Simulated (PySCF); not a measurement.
## Orbital picture of SbCl

r²SCAN at R = 2.349 Å; basis Sb def2-TZVPPD with ECP28, Cl def2-TZVPPD; scalar-relativistic core potentials; PySCF 2.14. State: ³Σ⁻ (triplet), unpaired electrons π ↑↑. Only the outer orbitals are listed, counted within each symmetry, core potentials removing the inner ones.

| spin | orbital | occ. | ε (eV) | on Sb (%) | main shells (%) |
| --- | --- | --- | --- | --- | --- |
| α | 7σ | 1 | -21.19 | 8 | 91 Cl s |
| α | 8σ | 1 | -14.49 | 84 | 83 Sb s, 10 Cl p |
| α | 9σ | 1 | -9.29 | 36 | 62 Cl p, 25 Sb p, 10 Sb s |
| α | 4π | 1 | -8.62 | 15 | 84 Cl p, 14 Sb p |
| α | 4π | 1 | -8.62 | 15 | 84 Cl p, 14 Sb p |
| α | 5π | 1 | -5.68 | 87 | 86 Sb p, 13 Cl p |
| α | 5π | 1 | -5.68 | 87 | 86 Sb p, 13 Cl p |
| α | 10σ | 0 | -2.47 | 83 | 75 Sb p, 20 Cl p |
| β | 7σ | 1 | -21.01 | 5 | 93 Cl s |
| β | 8σ | 1 | -13.08 | 74 | 74 Sb s, 20 Cl p |
| β | 9σ | 1 | -8.92 | 43 | 56 Cl p, 23 Sb p, 20 Sb s |
| β | 4π | 1 | -8.30 | 6 | 93 Cl p |
| β | 4π | 1 | -8.30 | 6 | 93 Cl p |
| β | 5π | 0 | -3.43 | 92 | 92 Sb p |
| β | 5π | 0 | -3.43 | 92 | 92 Sb p |
| β | 10σ | 0 | -1.68 | 80 | 70 Sb p, 18 Cl p |

Q: Which are the highest filled and the lowest empty level, where do they sit, and how wide is the gap?

A: Highest filled α 5π at -5.68 eV (in %: 86 Sb p, 13 Cl p); lowest empty β 5π at -3.43 eV (in %: 92 Sb p); the gap at r²SCAN is 2.25 eV. Both belong to one degenerate shell, split only by its one-sided filling, so this is no excitation gap.

The bond order (Mayer) is 0.98 and the ⟨S²⟩ is 2.007. The charge on Sb (Mulliken, basis-dependent) is 0.33, the charge on Sb (Löwdin, basis-dependent) is 0.32 and the dipole moment (positive dipole means Sb(−)Cl(+)) is -2.01 D.

Spin–orbit coupling is left out. The state is the lowest determinant that a PBE0 search found; another state may lie lower at other levels.
